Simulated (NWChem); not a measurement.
System: C3HF4, doublet; SMILES [C](=C\F)/C(F)(F)F

The following NWChem deck was run.

```
start job
memory heap 200 mb stack 900 mb global 1100 mb
geometry units angstroms noautosym nocenter noautoz
  F     -0.227904    -2.922202    -0.000999
  C      0.318883    -1.705087     0.001173
  C     -0.376019    -0.577655    -0.002112
  C     -0.068346     0.864668    -0.000354
  F     -0.566775     1.486772    -1.090731
  F     -0.573295     1.485511     1.087758
  F      1.281551     1.059415     0.003829
  H      1.427930    -1.724440     0.005880
end
basis spherical
  F library pcj-1
  C library pcj-1
  H library pcj-1
end
dft
  odft
  mult 2
  xc b3lyp
  iterations 150
  semidirect filesize 400000000
end
property
  hyperfine
end
task dft property
```

Parts of the log:

```
             Northwest Computational Chemistry Package (NWChem) 7.3.0
             --------------------------------------------------------

                             Geometry "geometry" -> ""
                             -------------------------

 Output coordinates in angstroms (scale by  1.889725989 to convert to a.u.)

  No.       Tag          Charge          X              Y              Z
 ---- ---------------- ---------- -------------- -------------- --------------
    1 F                    9.0000    -0.22790400    -2.92220200    -0.00099900
    2 C                    6.0000     0.31888300    -1.70508700     0.00117300
    3 C                    6.0000    -0.37601900    -0.57765500    -0.00211200
    4 C                    6.0000    -0.06834600     0.86466800    -0.00035400
    5 F                    9.0000    -0.56677500     1.48677200    -1.09073100
    6 F                    9.0000    -0.57329500     1.48551100     1.08775800
    7 F                    9.0000     1.28155100     1.05941500     0.00382900
    8 H                    1.0000     1.42793000    -1.72444000     0.00588000

 Effective nuclear repulsion energy (a.u.)     301.4152482601

                              NWChem Property Module
                              ----------------------

  itol2e modified to match energy
  convergence criterion.

                                 NWChem DFT Module
                                 -----------------

 Summary of "ao basis" -> "ao basis" (spherical)
 ------------------------------------------------------------------------------
       Tag                 Description            Shells   Functions and Types
 ---------------- ------------------------------  ------  ---------------------
 F                           pcj-1                  11       27   5s4p2d
 C                           pcj-1                  11       27   5s4p2d
 H                           pcj-1                   6       10   4s2p

  itol2e modified to match energy
  convergence criterion.

[...]

          ----------------------
          Hyperfine Interactions
          ----------------------

 Total Spin Density (Fermi Contact Term)
 ------------------ --------------------
     Atom            x         y         z       Density (a.u.)      Aiso(MHz)     Aiso(Gauss)
     1  19-F     -0.43068  -5.52216  -0.00189       0.026929        113.302288      40.429006
     2  13-C      0.60260  -3.22215   0.00222      -0.037129        -41.739785     -14.893768
     3  13-C     -0.71057  -1.09161  -0.00399       0.294501        331.075778     118.135871
     4  13-C     -0.12916   1.63399  -0.00067       0.008478          9.530767       3.400809
     5  19-F     -1.07105   2.80959  -2.06118       0.000985          4.145525       1.479224
     6  19-F     -1.08337   2.80721   2.05556       0.000973          4.095291       1.461299
     7  19-F      2.42178   2.00200   0.00724       0.028642        120.507560      43.000021
     8   1-H      2.69840  -3.25872   0.01111       0.024770        110.721019      39.507946

           -------------------------------------------
           Anisotropic Interaction (Spin-Dipolar Term)
           -------------------------------------------

 ------------------------------------------------------------
     Atom            x         y         z
 ------------------------------------------------------------
     1  19-F     -0.43068  -5.52216  -0.00189

   Spin-Dipolar term (a.u.)
        xx             yy             zz             xy             xz             yz
 ------------------------------------------------------------------------------------------
      -0.012540       0.194062      -0.181522       0.080558       0.000756       0.000411

   Principal Comp. of -hf- tensor (au)            Anisotropic -hfcc- (MHz)               Anisotropic -hfcc- (Gauss)
 --------------------------------------------------------------------------------------------------------------------------
     -0.040235     0.221761    -0.181526     -20.207086   111.374023   -91.166937      -7.210378    39.740954   -32.530575

   Orientation of the principal axis of Hyperfine Tensor w.r.t absolute (molecular) frame
 --------------------------------------------------------------------------------------------------------------------------
      0.945654     0.325146    -0.004403
     -0.325150     0.945662    -0.000151
      0.004115     0.001574     0.999990

 ------------------------------------------------------------
     Atom            x         y         z
 ------------------------------------------------------------
     2  13-C      0.60260  -3.22215   0.00222

   Spin-Dipolar term (a.u.)
        xx             yy             zz             xy             xz             yz
 ------------------------------------------------------------------------------------------
       0.024144       0.154287      -0.178431      -0.065542       0.000917      -0.000423

   Principal Comp. of -hf- tensor (au)            Anisotropic -hfcc- (MHz)               Anisotropic -hfcc- (Gauss)
 --------------------------------------------------------------------------------------------------------------------------
     -0.003140     0.181575    -0.178435      -0.421305    24.365621   -23.944316      -0.150332     8.694245    -8.543913

[...]
```

Level: B3LYP/pcJ-1, spin-unrestricted, contact and dipolar terms. Coordinates come from a PBE-D3(BJ)/def2-SVP, spin-unrestricted optimisation. No frequency run checked for a minimum. No stability test was run on the SCF state. B3LYP is NWChem's, with the RPA form of VWN correlation.
